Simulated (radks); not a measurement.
All-electron atom: Lu7+ in [Kr] 4d10 4f12 5s1 5p5 (not the ground configuration).

Calculated with a radial shooting solver on a logarithmic mesh with Libxc functionals: non-relativistic Kohn-Sham, PBE, spin-polarised, spherical densities, point nucleus; open shells are filled with parallel spins first (spin-orbit coupling, left out, can overturn this in heavy ions); relativity is left out, which matters for an element this heavy.

Energy parts (hartree):
total: -13840.8084
kinetic: 13837.2667
electron-nucleus: -32692.6968
Hartree: 5296.8825
exchange-correlation: -282.2607

Orbitals (lengths in bohr, moments of r in powers of bohr; r(max) is where P^2 peaks):
orbital  occ.  eigenvalue (hartree)   r(max)      <r^2>      <r>
1s up       1             -2152.842  0.01416  0.0006088  0.02134
1s down     1             -2152.834  0.01416  0.0006088  0.02134
2s up       1             -353.9031  0.07725   0.009572  0.09036
2s down     1             -353.8965  0.07725   0.009571  0.09036
2p up       3             -338.7134  0.06002   0.007089  0.07649
2p down     3             -338.7062  0.06002   0.007088  0.07649
3s up       1             -82.87037   0.2130    0.06053   0.2305
3s down     1             -82.81542   0.2130    0.06050   0.2304
3p up       3             -75.90887   0.2010    0.05617   0.2204
3p down     3             -75.85797   0.2009    0.05613   0.2204
3d up       5             -62.93356   0.1591    0.04399   0.1939
3d down     5             -62.89584   0.1590    0.04395   0.1938
4s up       1             -19.39733   0.4809     0.2992   0.5152
4s down     1             -19.31074   0.4810     0.2992   0.5153
4p up       3             -16.54137   0.4828     0.3117   0.5239
4p down     3             -16.45426   0.4829     0.3116   0.5238
4d up       5             -11.36807   0.4815     0.3427   0.5442
4d down     5             -11.27900   0.4816     0.3423   0.5440
4f up       7              -4.72135   0.4530     0.4801   0.6249
4f down     5              -4.62392   0.4533     0.4784   0.6237
5s up       1              -5.49897    1.087      1.530    1.172
5s down     0              -5.38065    1.087      1.543    1.176
5p up       3              -4.61361    1.156      1.772    1.259
5p down     2              -4.50078    1.158      1.797    1.267

The highest occupied level is 5p down at -122.47 eV. The configuration is held as typed, so some empty levels lie below it. Summed over all electrons, <r^2> = 23.05 bohr^2, which gives a Langevin (diamagnetic) susceptibility term of -18.3 x 10^-6 cm^3/mol. The density falls to 0.001 e/bohr^3 at r = 2.65 bohr. The spin density at the nucleus is 122.3 e/bohr^3 (1s 0.1, 2s -0.1, 3s -1.9, 4s 0.8, 5s 123.4). Virial ratio -V/T = 2.00026. The electron density at the nucleus is 2.557e+05 e/bohr^3.
